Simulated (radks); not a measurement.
Species: Sr II. Configuration: [Kr] 5s1 (the NIST ground configuration).

Calculated with a radial shooting solver on a logarithmic mesh with Libxc functionals: scalar-relativistic Kohn-Sham, AM05, spin-polarised, spherical densities, point nucleus; open shells are filled with parallel spins first (spin-orbit coupling, left out, can overturn this in heavy ions).

Energy parts (hartree):
part                       energy
total                 -3175.79073
kinetic                3255.92875
electron-nucleus      -7643.48858
Hartree                1313.01581
exchange-correlation   -101.24671

Orbitals (lengths in bohr, moments of r in powers of bohr):
orbital,occ.,eigenvalue (hartree),<1/r>,<r^2>,<r>
1s up,1,-585.0889,38.96,0.002071,0.03920
1s down,1,-585.0883,38.96,0.002071,0.03920
2s up,1,-79.44393,8.693,0.03515,0.1727
2s down,1,-79.44351,8.693,0.03515,0.1727
2p up,3,-70.65265,8.491,0.02769,0.1505
2p down,3,-70.65225,8.491,0.02769,0.1505
3s up,1,-12.46841,2.914,0.2788,0.4928
3s down,1,-12.46775,2.914,0.2788,0.4928
3p up,3,-9.63243,2.761,0.2908,0.4990
3p down,3,-9.63171,2.761,0.2907,0.4990
3d up,5,-4.94160,2.508,0.3029,0.4984
3d down,5,-4.94077,2.508,0.3029,0.4983
4s up,1,-1.73401,0.9920,2.091,1.356
4s down,1,-1.73152,0.9927,2.084,1.354
4p up,3,-1.06983,0.8503,2.819,1.564
4p down,3,-1.06579,0.8534,2.785,1.556
5s up,1,-0.31982,0.3294,16.73,3.859

The highest occupied level is 5s up at -8.703 eV. For comparison, the ionisation energy in NIST's Atomic Spectra Database is 11.030 eV (measured). In exact Kohn-Sham theory the highest level is minus the ionisation energy, but local and semilocal functionals leave it too shallow, through self-interaction and a potential that decays too fast; potentials with the right tail come closer. Summed over all electrons, <r^2> = 43.29 bohr^2, which gives a Langevin (diamagnetic) susceptibility term of -34.3 x 10^-6 cm^3/mol.
